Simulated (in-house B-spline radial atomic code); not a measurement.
Ionisation energies along the 7-electron series, configuration [He] 2s2 2p3, as differences of self-consistent energies. NIST's values go from ground level to ground level; the uncertainty of those that are theory runs from under 0.1 % in few-electron ions to several per cent in heavy many-electron ones. Computed with an all-electron radial atomic-structure program (B-spline basis): non-relativistic Hartree-Fock, average of the configuration, point nuclei.

This level leaves out relativity, spin-orbit splitting included, which matters for heavy ions.

```json
{"ion": "Br28+", "configuration after": "[He] 2s2 2p2", "ionisation energy (eV)": "3161.2", "IE/(q+1)² (eV)": "3.7588", "-ε less Coulomb ΔSCF (eV)": "1.6154", "tabulated value (eV)": "3169", "tabulated kind": "semi-empirical", "computed minus tabulated (eV)": "-8"}
{"ion": "Kr29+", "configuration after": "[He] 2s2 2p2", "ionisation energy (eV)": "3372.4", "IE/(q+1)² (eV)": "3.7471", "-ε less Coulomb ΔSCF (eV)": "1.6155", "tabulated value (eV)": "3380", "tabulated kind": "semi-empirical", "computed minus tabulated (eV)": "-8"}
{"ion": "Rb30+", "configuration after": "[He] 2s2 2p2", "ionisation energy (eV)": "?", "IE/(q+1)² (eV)": "?", "-ε less Coulomb ΔSCF (eV)": "?", "tabulated value (eV)": "?", "tabulated kind": "semi-empirical", "computed minus tabulated (eV)": "?"}
{"ion": "Sr31+", "configuration after": "[He] 2s2 2p2", "ionisation energy (eV)": "3815.2", "IE/(q+1)² (eV)": "3.7258", "-ε less Coulomb ΔSCF (eV)": "1.6159", "tabulated value (eV)": "3830", "tabulated kind": "semi-empirical", "computed minus tabulated (eV)": "-15"}
{"ion": "Zr33+", "configuration after": "[He] 2s2 2p2", "ionisation energy (eV)": "4285.2", "IE/(q+1)² (eV)": "3.7069", "-ε less Coulomb ΔSCF (eV)": "1.6162", "tabulated value (eV)": "4300", "tabulated kind": "semi-empirical", "computed minus tabulated (eV)": "-15"}
{"ion": "Nb34+", "configuration after": "[He] 2s2 2p2", "ionisation energy (eV)": "4530.4", "IE/(q+1)² (eV)": "3.6983", "-ε less Coulomb ΔSCF (eV)": "1.6163", "tabulated value (eV)": "4540", "tabulated kind": "semi-empirical", "computed minus tabulated (eV)": "-10"}
{"ion": "Mo35+", "configuration after": "[He] 2s2 2p2", "ionisation energy (eV)": "4782.5", "IE/(q+1)² (eV)": "3.6902", "-ε less Coulomb ΔSCF (eV)": "1.6164", "tabulated value (eV)": "4800", "tabulated kind": "semi-empirical", "computed minus tabulated (eV)": "-18"}
{"ion": "Tc36+", "configuration after": "[He] 2s2 2p2", "ionisation energy (eV)": "5041.3", "IE/(q+1)² (eV)": "3.6825", "-ε less Coulomb ΔSCF (eV)": "1.6166", "tabulated value (eV)": "5060", "tabulated kind": "semi-empirical", "computed minus tabulated (eV)": "-19"}
{"ion": "Ru37+", "configuration after": "[He] 2s2 2p2", "ionisation energy (eV)": "5306.9", "IE/(q+1)² (eV)": "3.6752", "-ε less Coulomb ΔSCF (eV)": "1.6167", "tabulated value (eV)": "5330", "tabulated kind": "semi-empirical", "computed minus tabulated (eV)": "-23"}
{"ion": "Rh38+", "configuration after": "[He] 2s2 2p2", "ionisation energy (eV)": "5579.4", "IE/(q+1)² (eV)": "3.6682", "-ε less Coulomb ΔSCF (eV)": "1.6168", "tabulated value (eV)": "5600", "tabulated kind": "semi-empirical", "computed minus tabulated (eV)": "-21"}
{"ion": "Pd39+", "configuration after": "[He] 2s2 2p2", "ionisation energy (eV)": "5858.6", "IE/(q+1)² (eV)": "3.6616", "-ε less Coulomb ΔSCF (eV)": "1.6169", "tabulated value (eV)": "5880", "tabulated kind": "semi-empirical", "computed minus tabulated (eV)": "-21"}
{"ion": "Ag40+", "configuration after": "[He] 2s2 2p2", "ionisation energy (eV)": "6144.7", "IE/(q+1)² (eV)": "3.6554", "-ε less Coulomb ΔSCF (eV)": "1.617", "tabulated value (eV)": "6170", "tabulated kind": "semi-empirical", "computed minus tabulated (eV)": "-25"}
{"ion": "Cd41+", "configuration after": "[He] 2s2 2p2", "ionisation energy (eV)": "6437.5", "IE/(q+1)² (eV)": "3.6494", "-ε less Coulomb ΔSCF (eV)": "1.6171", "tabulated value (eV)": "6460", "tabulated kind": "semi-empirical", "computed minus tabulated (eV)": "-22"}
{"ion": "In42+", "configuration after": "[He] 2s2 2p2", "ionisation energy (eV)": "6737.2", "IE/(q+1)² (eV)": "3.6437", "-ε less Coulomb ΔSCF (eV)": "1.6172", "tabulated value (eV)": "6770", "tabulated kind": "semi-empirical", "computed minus tabulated (eV)": "-33"}
{"ion": "Sn43+", "configuration after": "[He] 2s2 2p2", "ionisation energy (eV)": "?", "IE/(q+1)² (eV)": "?", "-ε less Coulomb ΔSCF (eV)": "?", "tabulated value (eV)": "?", "tabulated kind": "semi-empirical", "computed minus tabulated (eV)": "?"}
{"ion": "Sb44+", "configuration after": "[He] 2s2 2p2", "ionisation energy (eV)": "7356.9", "IE/(q+1)² (eV)": "3.633", "-ε less Coulomb ΔSCF (eV)": "1.6174", "tabulated value (eV)": "7390", "tabulated kind": "tabulated theory", "computed minus tabulated (eV)": "-33"}
{"ion": "Te45+", "configuration after": "[He] 2s2 2p2", "ionisation energy (eV)": "?", "IE/(q+1)² (eV)": "?", "-ε less Coulomb ΔSCF (eV)": "?", "tabulated value (eV)": "?", "tabulated kind": "tabulated theory", "computed minus tabulated (eV)": "?"}
{"ion": "I46+", "configuration after": "[He] 2s2 2p2", "ionisation energy (eV)": "8003.8", "IE/(q+1)² (eV)": "3.6233", "-ε less Coulomb ΔSCF (eV)": "1.6176", "tabulated value (eV)": "8044", "tabulated kind": "tabulated theory", "computed minus tabulated (eV)": "-40"}
{"ion": "Xe47+", "configuration after": "[He] 2s2 2p2", "ionisation energy (eV)": "8337.5", "IE/(q+1)² (eV)": "3.6187", "-ε less Coulomb ΔSCF (eV)": "1.6177", "tabulated value (eV)": "8382", "tabulated kind": "tabulated theory", "computed minus tabulated (eV)": "-45"}
```

Fill in the row of Rb30+.

ionisation energy (eV): 3590.4; IE/(q+1)² (eV): 3.7361; -ε less Coulomb ΔSCF (eV): 1.6157; tabulated value (eV): 3600; computed minus tabulated (eV): -10.

Fill in the row of Sn43+.

ionisation energy (eV): 7043.6; IE/(q+1)² (eV): 3.6382; -ε less Coulomb ΔSCF (eV): 1.6173; tabulated value (eV): 7080; computed minus tabulated (eV): -36.

Fill in the row of Te45+.

ionisation energy (eV): 7677.0; IE/(q+1)² (eV): 3.628; -ε less Coulomb ΔSCF (eV): 1.6175; tabulated value (eV): 7714; computed minus tabulated (eV): -37.

How far is this level of theory from the measured and semi-empirical values?

Over those 15 rows the differences run from -36.4 to -7.64 eV (mean absolute value 19 eV). The calculation leaves out relativity, correlation and, in open shells, the multiplet splittings that an average leaves out.
